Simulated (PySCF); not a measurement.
H4AsSi, doublet, geometry from GFN2-xTB. Base run: TPSS/6-31G* (PySCF).

Geometry (Å):
```xyz
6

Si    -1.4033    -0.5346     0.0390
As     0.7286     0.3242    -0.0234
H     -1.6731    -1.3183     1.2522
H     -2.3684     0.5691     0.0059
H     -1.7051    -1.4147    -1.0986
H      1.3485    -1.0510     0.0655
```
Charge 0, spin multiplicity 2.
Orbitals are unrestricted.
All else is at PySCF's defaults.

Each row names what was changed in the base input (with any setting that the change needs).

| change | E (Eh) | HOMO (eV) | dipole (D) | <S^2> | core-seconds (rough) |
|---|---|---|---|---|---|
| base | -2527.41450 | -5.88 | 0.50 | 0.753 | 10 |
| functional = pbe0 | -2527.03232 | -6.89 | 0.55 | 0.754 | 6 |
| functional = b3lyp5 | -2527.29621 | -6.44 | 0.50 | 0.753 | 7 |
| functional = b3lyp; dispersion = d4 | -2527.50137 | -6.53 | 0.50 | 0.753 | 6 |
| functional = lda,vwn | -2522.94480 | -5.68 | 0.65 | 0.751 | 4 |
| functional = pw6b95 | -2528.73710 | -6.82 | 0.49 | 0.753 | 10 |
| functional = mn15 | -2527.60861 | -7.45 | 0.50 | 0.754 | 10 |
| functional = revpbe | -2527.19235 | -5.70 | 0.52 | 0.753 | 8 |
| functional = pbe0; dispersion = d3bjm | -2527.04238 | -6.89 | 0.55 | 0.754 | 7 |
| functional = wb97x_v | -2527.17592 | -9.01 | 0.59 | 0.753 | 100 |
| functional = scan | -2527.63561 | -6.16 | 0.56 | 0.755 | 10 |
| functional = r2scan | -2527.38469 | -6.15 | 0.59 | 0.755 | 10 |
| functional = b97m_v | -2526.93579 | -6.04 | 0.43 | 0.754 | 100 |

Absolute energies of different levels of theory aren't comparable as measures of quality.

Open shells are given as the SCF converged; they aren't shown to be the lowest states, and a large step between rows can be another state.
